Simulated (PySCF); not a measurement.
# Which element holds Br most strongly?

PBE in PySCF with def2-TZVPP on every atom (core potentials on Mo, Sn), for the lowest determinant that a PBE0 search found; no spin–orbit coupling. D0 is De less the harmonic zero-point energy.

```json
{"M": "Sn", "state (unpaired electrons)": "doublet (π ↑)", "Re (Å)": "2.541", "ωe (cm⁻¹)": "234", "D0(MBr) (eV)": "3.70"}
{"M": "Si", "state (unpaired electrons)": "doublet (π ↑)", "Re (Å)": "2.250", "ωe (cm⁻¹)": "407", "D0(MBr) (eV)": "4.05"}
{"M": "B", "state (unpaired electrons)": "singlet (closed shell)", "Re (Å)": "1.909", "ωe (cm⁻¹)": "661", "D0(MBr) (eV)": "4.76"}
{"M": "Mo", "state (unpaired electrons)": "sextet (σ ↑, π ↑↑, δ ↑↑)", "Re (Å)": "2.425", "ωe (cm⁻¹)": "269", "D0(MBr) (eV)": "3.47"}
{"M": "Al", "state (unpaired electrons)": "singlet (closed shell)", "Re (Å)": "2.337", "ωe (cm⁻¹)": "359", "D0(MBr) (eV)": "4.67"}
{"M": "Ge", "state (unpaired electrons)": "doublet (π ↑)", "Re (Å)": "2.347", "ωe (cm⁻¹)": "285", "D0(MBr) (eV)": "3.86"}
{"M": "C", "state (unpaired electrons)": "doublet (π ↑)", "Re (Å)": "1.832", "ωe (cm⁻¹)": "716", "D0(MBr) (eV)": "4.08"}
```

Order the elements by D0 and give the energy of SnBr + B → BBr + Sn.

B > Al > C > Si > Ge > Sn > Mo; ΔE = 3.70 − 4.76 = -1.06 eV at PBE/def2-TZVPP. Close neighbours can swap at other levels.

The metal atom is held in its measured ground configuration; semilocal functionals can put another filling of s and d lower by some tenths of an eV, and De to that atom would be smaller. These are scalar-relativistic numbers at best; spin–orbit coupling would shift them, the dissociation energy most. States were picked by a PBE0 search and need not be the measured ground states.
